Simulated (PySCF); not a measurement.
Delta-SCF ions had no search for a lower state. Excitations are Tamm–Dancoff values on a coarser integration grid. The basis has no diffuse functions, so Rydberg states are missing or too high.

Cartesian coordinates (Å):
```xyz
10

C      1.2403    -0.1645    -0.0781
C     -0.1260     0.0046     0.5189
C     -1.3339     0.0845    -0.3031
O     -0.7759     1.2608     0.2904
H      1.5231    -1.2197    -0.0978
H      1.2627     0.2228    -1.0973
H      1.9859     0.3734     0.5110
H     -0.2416    -0.3589     1.5382
H     -1.2436     0.0270    -1.3841
H     -2.2911    -0.2301     0.1019
```
Charge 0, multiplicity 1.

### Question
Give the S1 excitation (TDA), T1 excitation (TDA), total energy, HOMO, S1 oscillator strength, S1–T1 gap (TDA), vertical ionisation energy (Delta-SCF) and LUMO at the level PBE-D3(BJ)/def2-TZVP // B3LYP-D3(BJ)/def2-TZVP (PySCF).

### Answer

The S1 excitation (TDA) is 6.94 eV, the T1 excitation (TDA) comes out as 6.78 eV and the total energy is -192.9500 Ha. The HOMO is -6.08 eV and the S1 oscillator strength is 0.013. The S1–T1 gap (TDA) is 0.16 eV. The vertical ionisation energy (Delta-SCF) is 10.02 eV. The LUMO is 0.79 eV.
